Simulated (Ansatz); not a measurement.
Species: C2H8GeN, net charge 0, doublet state. It need not be the lowest isomer of its formula. SMILES: [GeH3][N]([CH2])C
Coordinates optimised at B3LYP-D3(BJ)/def2-TZVP (Ansatz, a quantum-chemistry and plane-wave program):
```xyz
12

C     -1.7529    -0.7372     0.6048
N     -0.8911     0.1968     0.0654
C     -1.4271     1.0648    -0.9687
Ge     0.9382    -0.1457     0.0990
H     -1.3940    -1.3506     1.4185
H     -2.8152    -0.5665     0.4979
H     -2.3480     1.5355    -0.6125
H     -1.6614     0.5199    -1.8924
H     -0.7145     1.8553    -1.2055
H      1.3427    -1.1650    -0.9888
H      1.2504    -0.7104     1.4916
H      1.6351     1.2003    -0.1516
```
Charge 0, spin multiplicity 2.

Wanted: atomisation energy (electronic, to ground-state atoms), in kcal/mol. Correlated levels leave the core frozen unless marked. UHF or UKS for open shells. No spin-orbit coupling. Frozen are the shells of the preceding noble gas and the d and f shells that filled before the atom's block. Non-relativistic. The coupled-cluster limit lacks core correlation, which all-electron functionals hold. Basis-set limits of correlation are two-point, X^-3; Hartree-Fock from the larger set.

```json
[
 {"level": "HF/aug-cc-pVDZ", "program": "Ansatz", "atomisation energy (kcal/mol)": "675.3"},
 {"level": "HF/aug-cc-pVTZ", "program": "Ansatz", "atomisation energy (kcal/mol)": "688.0"},
 {"level": "PBE0/def2-SVP", "program": "Ansatz", "atomisation energy (kcal/mol)": "957.7"},
 {"level": "PBE0-D3(BJ)/def2-TZVP", "program": "Ansatz + dftd3", "atomisation energy (kcal/mol)": "955.9"}
]
```

Problem. Predict the CCSD(T)/CBS(cc-pVTZ,cc-pVQZ) result (Ansatz).

Solution. 951.9 kcal/mol, so PBE0-D3(BJ)/def2-TZVP differs from it by 4.0 kcal/mol.
